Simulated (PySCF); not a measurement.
## Assigning NMR signals

Mapped SMILES: `[CH3:1][C:2](=[O:3])[SiH2:4][N:5]1[CH:6]=[CH:7][CH2:8]1`. Hydrogens are named by the atom that carries them.

Theoretical values (PySCF): geometry: GFN2-xTB, GIAO PBE0/pcSseg-1 shieldings. Averaged over atoms made equivalent by symmetry, fast rotation or ring inversion, relativity neglected, one computed conformer, no solvent model.

References, each an isolated molecule treated in the same way: 13C (σref 186.93) and 1H (σref 31.72) vs TMS.

**Question.** Assign these signals to the numbered atoms. 13C{1H} NMR (computed): δ 243.7, 147.7, 116.4, 60.1, 40.1.

**Answer.** 
243.7 → C2, carbonyl carbon
147.7 → C6, alkene carbon bearing nitrogen: an sp2 carbon further deshielded by the attached heteroatom
116.4 → C7, β carbon of an enol-ether or enamine type C=C
60.1 → C8, allylic sp3 CH2 bonded to N: deshielded by the electronegative neighbour
40.1 → C1, methyl carbon α to a carbonyl: α to the electron-withdrawing carbonyl group

**Question.** Assign these signals to the numbered atoms. 1H NMR (500 MHz, computed): δ 6.49 (d, 1H), 5.63 (m, 1H), 5.23 (s, 2H), 4.64 (m, 2H), 2.42 (s, 3H).

**Answer.** 
| δ (ppm) | atoms | environment | reason |
| --- | --- | --- | --- |
| 6.49 | H(C6) | hydrogen on an alkene carbon bearing nitrogen | a vinylic proton, deshielded by the sp2 carbon and the C=C anisotropy |
| 5.63 | H(C7) | hydrogen on a β carbon of an enol-ether or enamine type C=C | olefinic region |
| 5.23 | H(Si4) | hydrogen on a silicon bonded to C, N | – |
| 4.64 | H(C8) | hydrogen on an allylic sp3 CH2 bonded to N | its carbon carries N, hence the downfield position |
| 2.42 | H(C1) | hydrogen on a methyl carbon α to a carbonyl | α to C=O |

Shifts are as computed. Against solution values, carbons near 30 ppm lie about +3 ppm off and those near 130 ppm about +5 ppm. Of 1309 compounds with measured shifts, 239 miss one by over three times the rms of a fit or turn the order of signals round; such compounds aren't used in these exercises. Multiplicities follow the n + 1 count of equivalent neighbours, as no J values were calculated; m marks all less simple cases, F and P coupling included.
